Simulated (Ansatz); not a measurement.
`[TeH]B1CS1` + `BC=O` → `O=CB[TeH]` + `B1CS1` at 700 K and 1 bar (formal exchange of groups at a Te–B bond).

Computed with Ansatz on PBE0-D4/def2-TZVP structures; ΔE is electronic, products minus reactants. CCSD(T)/CBS is the MP2 limit (def2-TZVPP, def2-QZVPP) plus CCSD(T) − MP2 in def2-TZVPP, frozen cores. This one scheme is used for every species. def2 core potentials past Kr. For Te outer-core shells are correlated without core-valence functions, which leaves a few kJ/mol of doubt a bond. Each species was taken in one conformer, which may not be the lowest.

```json
{"species": "`[TeH]B1CS1`", "CCSD(T)/CBS energy (Eh)": "-730.16423", "H − E (kJ/mol)": "159.5", "S (J/(mol·K))": "408.3"}
{"species": "`BC=O`", "CCSD(T)/CBS energy (Eh)": "-139.76288", "H − E (kJ/mol)": "143.8", "S (J/(mol·K))": "330.2"}
{"species": "`O=CB[TeH]`", "CCSD(T)/CBS energy (Eh)": "-407.52349", "H − E (kJ/mol)": "156.6", "S (J/(mol·K))": "416.6"}
{"species": "`B1CS1`", "CCSD(T)/CBS energy (Eh)": "-462.41225", "H − E (kJ/mol)": "145.8", "S (J/(mol·K))": "322.1"}
```

H − E and S are ideal-gas, rigid-rotor, harmonic terms from PBE0-D4/def2-TZVP, for one conformer and one mirror image of each species. 1 Eh = 2625.50 kJ/mol, R = 8.31446 J/(mol·K).

By hand: ΔE, ΔH, ΔS and ΔG.

ΔE = (-407.52349) + (-462.41225) − (-730.16423) − (-139.76288) = -0.00863 Eh = -22.7 kJ/mol. Δ(H − E) = 156.6 + 145.8 − 159.5 − 143.8 = -0.9, so ΔH = -23.6 kJ/mol. ΔS = 416.6 + 322.1 − 408.3 − 330.2 = 0.2 J/(mol·K). ΔG = -23.6 − 700 × (0.2)/1000 = -23.7 kJ/mol.

By hand: the equilibrium constant, and the temperature at which ΔG would vanish if ΔH and ΔS stayed fixed.

log₁₀ K = −ΔG/(RT ln 10) = 1.8. ΔH and −TΔS have one sign here, so there is no such temperature. One of them is within its doubt of zero, so this could turn.

The number of gas molecules stays the same, so ΔS is small and ΔH decides. A doubt of 5 kJ/mol in ΔE shifts log₁₀ K by 0.4 here. Other conformers and mirror images would add mixing entropy, several J/(mol·K) or more a flexible species. Modes under 60 cm⁻¹, often nearly free rotors, make the harmonic entropy too high. These are equilibria of isolated gas molecules and say nothing of rates. Largest T1 diagnostic: 0.021 (customary marks: 0.02 for closed shells, 0.045 for open ones).
